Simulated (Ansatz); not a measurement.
Isolated molecules relaxed with PBE0-D4/def2-TZVP in Ansatz; ΔE leaves out vibrations. CCSD(T)/CBS is the MP2 limit (def2-TZVPP, def2-QZVPP) plus CCSD(T) − MP2 in def2-TZVPP, frozen cores. This one scheme is used for every species. Triplets are unrestricted, without spin–orbit coupling.

`C[SiH]1C=CO1` → `C1=C[SiH2]O1` + `[CH2]` (triplet)  (formal loss of a carbene)

| species | CCSD(T)/CBS(def2) energy (Eh) |
| --- | --- |
| `C[SiH]1C=CO1` | -482.02003 |
| `C1=C[SiH2]O1` | -442.73880 |
| `[CH2]` (triplet) | -39.09499 |

Question: Work out ΔE.

Answer: ΔE = (-442.73880) + (-39.09499) − (-482.02003) = 0.18624 Eh = +489.0 kJ/mol.

Largest T1 diagnostic among the species: 0.014.

In def2-TZVPP, CCSD(T) changes the Hartree–Fock value by +139.7 kJ/mol (the triples alone add +11.5 kJ/mol) and MP2 by +154.5 kJ/mol. The D4 term adds +10.3 kJ/mol with B3LYP and +5.7 kJ/mol with PBE0; it sums over pairs of atoms, weighted by their polarisabilities, and B3LYP, whose exchange is more repulsive, gets the larger term.

B3LYP here is the variant with VWN-RPA as its local correlation; programs differ in this.
